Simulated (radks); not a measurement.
Values are calculated unless marked as measured or tabulated.
Ionisation of S+, [Ne] 3s2 3p3, to S2+, [Ne] 3s2 3p2, under several functionals. Non-relativistic Kohn-Sham, spin-polarised, spherical densities, point nucleus; open shells are filled with parallel spins first; a radial shooting solver on a logarithmic mesh with Libxc functionals. The NIST Atomic Spectra Database gives 23.338 eV (measured). Rank these functionals by the error of their Delta-SCF ionisation energy: PBEsol; LDA (Slater exchange, Perdew-Zunger correlation); PW91; PBE; HCTH/407; revPBE; B86b exchange with PBE correlation.

Answer. From best to worst: PBEsol 23.319 eV (-0.019); revPBE 23.375 eV (+0.037); LDA (Slater exchange, Perdew-Zunger correlation) 23.298 eV (-0.040); PBE 23.380 eV (+0.043); B86b exchange with PBE correlation 23.407 eV (+0.069); PW91 23.434 eV (+0.096); HCTH/407 23.849 eV (+0.511). Open shells are spherical and high-spin; term and fine-structure splittings are not resolved.
